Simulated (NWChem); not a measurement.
Molecule: PbClF, singlet; SMILES [Pb]([F])[Cl]

Program: NWChem. Low-valent species are run as closed-shell singlets; no triplet was tried in these runs. Structure relaxed at the PBE0/def2-SVP level. def2 effective core potentials on Pb; no spin-orbit coupling. Ions are spin-unrestricted doublets at the neutral geometry; other ion states weren't tried. Functional: LC-ωPBE (HJS hole) with def2-SVP; rows give the range parameter ω in 1/bohr.

```csv
range parameter (1/bohr),"vertical ionisation energy, ΔSCF (eV)",−ε(HOMO) (eV),ΔSCF minus −ε(HOMO) (eV)
0.10,10.28,8.28,2.00
0.20,10.43,9.39,1.04
0.25,10.52,9.81,0.71
0.40,10.75,10.70,0.05
0.50,___,___,___
```

What belongs in the gaps?


- 0.50, vertical ionisation energy, ΔSCF (eV): 10.85
- 0.50, −ε(HOMO) (eV): 11.08
- 0.50, ΔSCF minus −ε(HOMO) (eV): -0.23
